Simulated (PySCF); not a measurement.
**Radial density of Li (lithium, neutral)**

UHF, [He] 2s1, 2S determinant. Calculation: PySCF 2.14, in ANO-RCC-VTZP (4s3p2d1f, 30 functions); scalar relativity by spin-free X2C-1e.

```json
{"r (bohr)": "0.00782", "4πr²ρ (e/bohr)": "0.01025", "4πr²(ρα − ρβ)": "0.0002"}
{"r (bohr)": "0.0131", "4πr²ρ (e/bohr)": "0.02793", "4πr²(ρα − ρβ)": "0.0005"}
{"r (bohr)": "0.0221", "4πr²ρ (e/bohr)": "0.07472", "4πr²(ρα − ρβ)": "0.0012"}
{"r (bohr)": "0.0372", "4πr²ρ (e/bohr)": "0.1928", "4πr²(ρα − ρβ)": "0.0032"}
{"r (bohr)": "0.0626", "4πr²ρ (e/bohr)": "0.4691", "4πr²(ρα − ρβ)": "0.0077"}
{"r (bohr)": "0.105", "4πr²ρ (e/bohr)": "1.031", "4πr²(ρα − ρβ)": "0.0166"}
{"r (bohr)": "0.177", "4πr²ρ (e/bohr)": "1.923", "4πr²(ρα − ρβ)": "0.0296"}
{"r (bohr)": "0.298", "4πr²ρ (e/bohr)": "2.744", "4πr²(ρα − ρβ)": "0.0362"}
{"r (bohr)": "0.501", "4πr²ρ (e/bohr)": "2.550", "4πr²(ρα − ρβ)": "0.0188"}
{"r (bohr)": "0.842", "4πr²ρ (e/bohr)": "1.198", "4πr²(ρα − ρβ)": "-0.0035"}
{"r (bohr)": "1.42", "4πr²ρ (e/bohr)": "0.2486", "4πr²(ρα − ρβ)": "0.0593"}
{"r (bohr)": "2.38", "4πr²ρ (e/bohr)": "0.2383", "4πr²(ρα − ρβ)": "0.2335"}
{"r (bohr)": "4.01", "4πr²ρ (e/bohr)": "0.2315", "4πr²(ρα − ρβ)": "0.2315"}
{"r (bohr)": "6.74", "4πr²ρ (e/bohr)": "0.04728", "4πr²(ρα − ρβ)": "0.0473"}
{"r (bohr)": "11.3", "4πr²ρ (e/bohr)": "0.0009325", "4πr²(ρα − ρβ)": "0.0009"}
```

Densities and radii are taken from the X2C orbitals without a picture-change correction, which distorts them close to the nucleus.

Question: Where is the radial spin density 4πr²(ρα − ρβ) most negative, and why is it negative at all?

Answer: Around r = 0.842 bohr, down to -0.0035 e/bohr: exchange with the open shell polarises the paired shells in an unrestricted calculation.
